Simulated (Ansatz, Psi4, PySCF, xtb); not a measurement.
Complex: H2 (SMILES [H][H]) (first 2 atoms) with CH3NO (SMILES NC=O); geometry from B3LYP-D3(BJ)/def2-TZVP, rigid monomers moved along the line of their centres of mass till H1···O5 is 3.61 Å.
(charge 0, multiplicity 1):
```xyz
8

H     -0.31464    -0.21505     0.47387
H      0.00559    -0.00640    -0.16754
N      1.02868     0.74951     4.34532
C     -0.04597     0.03655     4.76158
O     -0.83738    -0.51616     4.03128
H      1.20870     0.84575     3.35901
H      1.64965     1.18636     5.00289
H     -0.13214     0.00769     5.86313
```

Counterpoise-corrected where a basis set is named; no monomer relaxation. Rows marked so take none.

Frozen-core correlation. CBS(a, b) extrapolates the correlation energy as X⁻³ and adds the Hartree–Fock energy of set b. Rows in 3-21G, 6-31G* carry no dispersion term and start afresh at each structure (6-31G* with six Cartesian d functions). MP2/6-31G* freezes PySCF's default core.

Codes used: Ansatz (a program for electronic structure); Psi4 for SAPT; PySCF for 3-21G rows, 6-31G* rows; xtb for the GFN methods. 

```
level                                                     interaction energy (meV)
--------------------------------------------------------  ------------------------
GFN1-xTB                                                                      -8.3
GFN2-xTB                                                                     -16.2
HF/3-21G (no counterpoise)                                                   -14.2
B3LYP/3-21G (no counterpoise)                                                -14.7
B3LYP/6-31G* (no counterpoise)                                               -16.0
MP2/6-31G*                                                                    -9.5
CCSD/aug-cc-pVDZ                                                             -16.4
MP2/CBS(aug-cc-pVDZ, aug-cc-pVTZ) + ΔCCSD(T)/aug-cc-pVDZ                         …
SAPT0/jun-cc-pV(D+d)Z                                                        -16.6
```

Problem. What belongs in the gaps?

Solution. 
- MP2/CBS(aug-cc-pVDZ, aug-cc-pVTZ) + ΔCCSD(T)/aug-cc-pVDZ, interaction energy (meV): -19.4
